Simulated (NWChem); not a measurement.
System: C2H4N2OSi; SMILES N1C=N[Si@H](C=1)O

The following NWChem deck was run.

```
start job
memory heap 200 mb stack 900 mb global 1100 mb
geometry units angstroms noautosym nocenter noautoz
  O      0.026996    -2.118276    -0.480811
  Si     0.022879    -0.742497     0.435199
  C      1.253003     0.654935    -0.016738
  N      0.592187     1.725164    -0.263250
  C     -0.837495     1.475452    -0.157033
  N     -1.340838     0.349397     0.145278
  H     -0.199016    -2.038561    -1.412476
  H      0.120277    -1.182423     1.847753
  H      2.350425     0.701462    -0.050637
  H     -1.452965     2.364373    -0.366796
end
basis spherical
  * library 6-31g*
end
dft
  xc hfexch
  iterations 150
  mulliken
end
task dft energy
esp
  recalculate
  probe 0.07
  range 0.3
  factor 1.0
  spacing 0.02
end
task esp
```

Excerpt of the output:

```
             Northwest Computational Chemistry Package (NWChem) 7.3.0
             --------------------------------------------------------

                             Geometry "geometry" -> ""
                             -------------------------

 Output coordinates in angstroms (scale by  1.889725989 to convert to a.u.)

  No.       Tag          Charge          X              Y              Z
 ---- ---------------- ---------- -------------- -------------- --------------
    1 O                    8.0000     0.02699600    -2.11827600    -0.48081100
    2 Si                  14.0000     0.02287900    -0.74249700     0.43519900
    3 C                    6.0000     1.25300300     0.65493500    -0.01673800
    4 N                    7.0000     0.59218700     1.72516400    -0.26325000
    5 C                    6.0000    -0.83749500     1.47545200    -0.15703300
    6 N                    7.0000    -1.34083800     0.34939700     0.14527800
    7 H                    1.0000    -0.19901600    -2.03856100    -1.41247600
    8 H                    1.0000     0.12027700    -1.18242300     1.84775300
    9 H                    1.0000     2.35042500     0.70146200    -0.05063700
   10 H                    1.0000    -1.45296500     2.36437300    -0.36679600

 Effective nuclear repulsion energy (a.u.)     281.3824806457

  xc_inp: hfexch multiplicative factor not found.

                                 NWChem DFT Module
                                 -----------------

 Summary of "ao basis" -> "ao basis" (spherical)
 ------------------------------------------------------------------------------
       Tag                 Description            Shells   Functions and Types
 ---------------- ------------------------------  ------  ---------------------
 O                           6-31g*                  6       14   3s2p1d
 Si                          6-31g*                  8       18   4s3p1d
 C                           6-31g*                  6       14   3s2p1d
 N                           6-31g*                  6       14   3s2p1d
 H                           6-31g*                  2        2   2s

            General Information
            -------------------
          SCF calculation type: DFT
          Wavefunction type:  closed shell.
          No. of atoms     :    10
          No. of electrons :    52
           Alpha electrons :    26
            Beta electrons :    26
          Charge           :     0
          Spin multiplicity:     1
          Use of symmetry is: off; symmetry adaption is: off
          Maximum number of iterations: 150
          AO basis - number of functions:    96
                     number of shells:    46
          Convergence on energy requested:  1.00D-06
          Convergence on density requested:  1.00D-05
          Convergence on gradient requested:  5.00D-04

              XC Information
              --------------
                     Hartree-Fock (Exact) Exchange  1.000

      Superposition of Atomic Density Guess
      -------------------------------------

 Sum of atomic energies:        -549.47257470

      Non-variational initial energy
      ------------------------------

 Total energy =    -552.361549
 1-e energy   =   -1313.787860
 2-e energy   =     480.043831
 HOMO         =      -0.276293
 LUMO         =      -0.085364

     ---------------------------------------------
      Total Density - Mulliken Population Analysis
     ---------------------------------------------

    Atom       Charge   Shell Charges
 -----------   ------   -------------------------------------------------------
    1 O    8     9.02   2.00  0.93  3.14  0.90  2.03  0.01
    2 Si  14    12.90   2.00  2.00  5.97  0.89  1.36  0.19  0.26  0.22
    3 C    6     5.96   2.00  0.74  1.70  0.63  0.85  0.05
    4 N    7     7.59   2.00  0.86  2.40  0.87  1.42  0.03
    5 C    6     5.51   2.00  0.72  1.58  0.47  0.67  0.08
    6 N    7     7.92   2.00  0.86  2.58  0.88  1.58  0.03
    7 H    1     0.44   0.35  0.09
    8 H    1     1.06   0.47  0.59
    9 H    1     0.79   0.47  0.33
   10 H    1     0.81   0.47  0.34

   convergence    iter        energy       DeltaE   RMS-Dens  Diis-err
 ---------------- ----- ----------------- --------- --------- ---------
 d= 0,ls=0.0,diis     1   -550.6259963542 -8.32D+02  8.77D-03  9.85D-01
 d= 0,ls=0.0,diis     2   -550.7188301224 -9.28D-02  3.90D-03  3.56D-01
 d= 0,ls=0.0,diis     3   -550.7559787898 -3.71D-02  1.35D-03  9.55D-03
 d= 0,ls=0.0,diis     4   -550.7581728000 -2.19D-03  3.75D-04  9.51D-04
 d= 0,ls=0.0,diis     5   -550.7583811818 -2.08D-04  1.92D-04  2.27D-04
  Resetting Diis
 d= 0,ls=0.0,diis     6   -550.7584499691 -6.88D-05  1.37D-04  4.54D-05
 d= 0,ls=0.0,diis     7   -550.7584750153 -2.50D-05  3.40D-05  8.63D-06
 d= 0,ls=0.0,diis     8   -550.7584778603 -2.85D-06  1.83D-05  2.43D-06
 d= 0,ls=0.0,diis     9   -550.7584789739 -1.11D-06  3.12D-05  1.45D-06
 d= 0,ls=0.0,diis    10   -550.7584797924 -8.19D-07  3.00D-06  4.63D-08

         Total DFT energy =     -550.758479792449
      One electron energy =    -1316.815705739332
           Coulomb energy =      538.382811621122
    Exchange-Corr. energy =      -53.708066319893
 Nuclear repulsion energy =      281.382480645654

 Numeric. integr. density =        0.000000000000

                       DFT Final Molecular Orbital Analysis
                       ------------------------------------

 Vector   24  Occ=2.000000D+00  E=-4.256180D-01
              MO Center= -4.2D-01,  5.5D-01,  5.5D-02, r^2= 3.1D+00
   Bfn.  Coefficient  Atom+Function         Bfn.  Coefficient  Atom+Function
  ----- ------------  ---------------      ----- ------------  ---------------
    77      0.390375   6 N  px               81      0.300355   6 N  px
    52     -0.242421   4 N  s                21     -0.234273   2 Si px
    36      0.232997   3 C  py               50     -0.181922   4 N  py
    80     -0.143196   6 N  s                38     -0.139366   3 C  s
    40      0.135612   3 C  py               54     -0.130186   4 N  py

 Vector   25  Occ=2.000000D+00  E=-4.088427D-01
              MO Center= -3.0D-01,  8.7D-01,  3.1D-02, r^2= 2.6D+00
   Bfn.  Coefficient  Atom+Function         Bfn.  Coefficient  Atom+Function
  ----- ------------  ---------------      ----- ------------  ---------------
    79      0.308179   6 N  pz               83      0.265590   6 N  pz
    37     -0.221161   3 C  pz               51     -0.210969   4 N  pz
    77     -0.200613   6 N  px               50     -0.190640   4 N  py
    41     -0.174574   3 C  pz               55     -0.174977   4 N  pz
    65      0.167444   5 C  pz               54     -0.163181   4 N  py

 Vector   26  Occ=2.000000D+00  E=-4.042824D-01
              MO Center=  1.4D-01,  8.8D-01, -8.2D-02, r^2= 3.2D+00
   Bfn.  Coefficient  Atom+Function         Bfn.  Coefficient  Atom+Function
  ----- ------------  ---------------      ----- ------------  ---------------
    50      0.285794   4 N  py               54      0.233304   4 N  py
    77      0.220359   6 N  px               51     -0.201289   4 N  pz
    49      0.199550   4 N  px               53      0.182382   4 N  px
    22      0.179419   2 Si py               36     -0.180075   3 C  py
    81      0.174569   6 N  px               55     -0.168990   4 N  pz

 Vector   27  Occ=0.000000D+00  E= 5.790621D-02
              MO Center=  2.3D-01,  5.9D-01, -4.7D-03, r^2= 3.5D+00
   Bfn.  Coefficient  Atom+Function         Bfn.  Coefficient  Atom+Function
  ----- ------------  ---------------      ----- ------------  ---------------
    41      0.387444   3 C  pz               27      0.379839   2 Si pz
    69     -0.333855   5 C  pz               55     -0.293706   4 N  pz
    92     -0.281702   8 H  s                 6      0.273859   1 O  s
    37      0.271409   3 C  pz               26      0.238586   2 Si py
    65     -0.238917   5 C  pz               51     -0.218986   4 N  pz

[...]

                     NWChem Electrostatic Potential Fit Module
                     -----------------------------------------

 Atom parameters

 Number of atoms is                                   10
 Number of basis functions is                         96

 Grid parameters

 Maximum number of grid points is                  41319
 Number of grid points is                          41318
 Grid range                                     0.300000 nm
 Grid spacing                                   0.020000 nm
 Probe radius                                   0.070000 nm
 Atom radius factor                             1.000000

 Atomic radii

    1    0.100000
    6    0.147000
    7    0.140000
    8    0.136000
   14    0.187000
 FASTESP  F
  using M.O. file = ./job.movecs

    Atom              Coordinates                           Charge

                                                  ESP

    1 O     0.002700   -0.211828   -0.048081   -0.826565
    2 Si    0.002288   -0.074250    0.043520    1.153004
    3 C     0.125300    0.065494   -0.001674   -0.062271
    4 N     0.059219    0.172516   -0.026325   -0.523728
    5 C    -0.083750    0.147545   -0.015703    0.674457
    6 N    -0.134084    0.034940    0.014528   -0.812804
    7 H    -0.019902   -0.203856   -0.141248    0.477183
    8 H     0.012028   -0.118242    0.184775   -0.180262
    9 H     0.235043    0.070146   -0.005064    0.109724
   10 H    -0.145297    0.236437   -0.036680   -0.008739
                                            ------------
                                                0.000000

 Dipole moment                                  0.672933

 Quadrupole moment Qxx                          0.739117
                   Qyy                        -10.412682
                   Qzz                          9.673565

 RMS deviation kJ/mol                           0.076316

 RRMS %                                        27.582681
```

Level: Hartree-Fock/6-31G* (spherical d). All runs use the structure optimised with PBE0/def2-SVP.
